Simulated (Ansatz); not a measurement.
Geometry optimisation, Ansatz, UKS r2SCAN/def2-SVP.

input.yaml

```yaml
crystal:
  periodic: [false, false, false]
  atoms:
    - { symbol: Ga, position_ang: [0.0, 0.0, 0.0] }
    - { symbol: H, position_ang: [0.0, 0.0, 1.82] }
    - { symbol: C, position_ang: [1.7147, 0.0, -0.99] }
    - { symbol: H, position_ang: [2.0443, -1.0462, -1.1602] }
    - { symbol: H, position_ang: [1.5782, 0.508, -1.9674] }
    - { symbol: H, position_ang: [2.4842, 0.5381, -0.3982] }
    - { symbol: H, position_ang: [-1.3596, 0.0, -0.785] }
    - { symbol: H, position_ang: [0.0, 0.0, 2.78] }
magnetization:
  spin_polarized: true
  initial_magnetization: 1
basis:
  gaussian: { orbitals: def2-SVP }
hamiltonian:
  xc: r2scan
relax:
  f_tol: 0.15
  max_steps: 25
  restrain:
    - { distance: [1, 7], at: 0.66, k: 30.0 }
    - { distance: [0, 1], at: 2.77, k: 30.0 }
```

Launched with:

```bash
$ ansatz run input.yaml --threads 4 --pin off --max-ram 5120MiB --backend cpu --events-out ev --progress --plain --runs-dir out
```

Question: Where does it end, and by what steps?

Answer: The run converged. The restraints hold the end off the free minimum. After 5 steps the energy has fallen by 0.475 eV (the restraints' own energy left out); H2 moved furthest, 0.70 Å. Joined: H2–H8 (0.96 → 0.72 Å).

```tsv
step	energy less start (eV)	largest force component (eV/Å)	accepted
0	0.0000	1.512	yes
1	-0.1419	1.663	yes
2	0.1492	4.975	yes
3	-0.2864	1.827	yes
4	-0.4699	1.736	yes
5	-0.4752	1.807	yes
```

```xyz
8
Properties=species:S:1:pos:R:3
Ga -0.051 0.023 -0.260
H -0.056 0.004 2.516
C 1.736 0.023 -1.134
H 2.049 -1.026 -1.276
H 1.705 0.505 -2.126
H 2.500 0.514 -0.512
H -1.384 -0.035 -1.146
H -0.036 -0.007 3.237
```

Time of the run: 20 s on 4 threads of Arm Neoverse N1, on a shared host, peak memory 0.2 GiB.
